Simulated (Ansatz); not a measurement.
Cost and result for the atomization energy of `[F][Al]([Cl])[Cl]` (4 atoms, 3 bonds).

Z-matrix (Å, degrees):
```
Al
F 1 1.633
Cl 1 2.065 2 119.3
Cl 1 2.065 2 119.3 3 -180.0
```

Charge 0, multiplicity 1. The geometry is a stationary point of PBE0-D4/def2-TZVP. Program: Ansatz. All runs use 4 threads of an Intel Xeon 6975P-C on a shared host. Times are those of one run each, without the atoms' runs, and a repeat can differ threefold. Electronic energies, without spin–orbit coupling; frozen cores. CCSD(T)/CBS extrapolates def2-TZVPP and def2-QZVPP, and its time is that of the two runs behind it. T1 = 0.010. HSE06 is the plane-wave form, built on full-range PBE exchange.

CCSD(T)/CBS is a level of theory with its own doubt, some kJ/mol a heavy atom from the limit and from the frozen cores, so smaller differences don't rank the functionals.

| level | functions | wall time |
| --- | --- | --- |
| LDA (SPW92)/def2-TZVPP | 157 | 0.3 s |
| CCSD(T)/def2-SVP | 68 | 0.35 s |
| PBE-D4/def2-TZVPP (with forces) | 157 | 0.5 s |
| PBE0-D4/def2-TZVPP | 157 | 0.65 s |
| HSE06-D4/def2-TZVPP | 157 | 0.85 s |
| CAM-B3LYP-D4/def2-TZVPP | 157 | 0.95 s |
| B2PLYP/def2-TZVPP | 157 | 1 s |
| PBE-QIDH/def2-TZVPP | 157 | 1 s |
| r2SCANh-D4/def2-TZVPP | 157 | 1.2 s |
| B97M-V/def2-TZVPP | 157 | 1.2 s |
| CCSD(T)/def2-TZVPP | 157 | 2.7 s |
| CCSD(T)/def2-QZVPP | 267 | 16 s |
| CCSD(T)/CBS(def2) | – | 18 s |

Q: What atomization energy does each give, and how far from CCSD(T)/CBS? (Estimate.)

A: Ansatz gave: 
```
                          level  atomization (kcal/mol)  difference from CCSD(T)/CBS  per bond
         LDA (SPW92)/def2-TZVPP                   389.8                         37.2      12.4
               CCSD(T)/def2-SVP                   322.9                        -29.7      -9.9
PBE-D4/def2-TZVPP (with forces)                   349.1                         -3.5      -1.2
             PBE0-D4/def2-TZVPP                   343.0                         -9.6      -3.2
            HSE06-D4/def2-TZVPP                   343.2                         -9.4      -3.1
        CAM-B3LYP-D4/def2-TZVPP                   343.0                         -9.6      -3.2
              B2PLYP/def2-TZVPP                   341.4                        -11.2      -3.7
            PBE-QIDH/def2-TZVPP                   346.6                         -6.0      -2.0
          r2SCANh-D4/def2-TZVPP                   348.3                         -4.3      -1.4
              B97M-V/def2-TZVPP                   353.3                          0.7       0.2
             CCSD(T)/def2-TZVPP                   338.0                        -14.6      -4.9
             CCSD(T)/def2-QZVPP                   346.8                         -5.8      -1.9
              CCSD(T)/CBS(def2)                   352.6                          0.0       0.0
```

From r2SCAN to r2SCAN0 (25 % exact exchange), in def2-TZVPP and without D4, the atomization energy moves by −8.8 kcal/mol: exact exchange takes away binding that semilocal exchange gives to molecules. Leaving LDA and LC-ωPBE aside and taking each functional with its dispersion term where it has one, the values, not all of them listed here, spread over 22.6 kcal/mol, from BHLYP-D4 to B97M-V. LDA lies +43.1 kcal/mol from PBE without D4, its usual overbinding. At CCSD(T), def2-SVP lies −29.7 kcal/mol from the extrapolated value and def2-TZVPP −14.6 kcal/mol: correlation converges slowly with the basis, and small sets miss more of it in the bonded molecule than in its fragments.
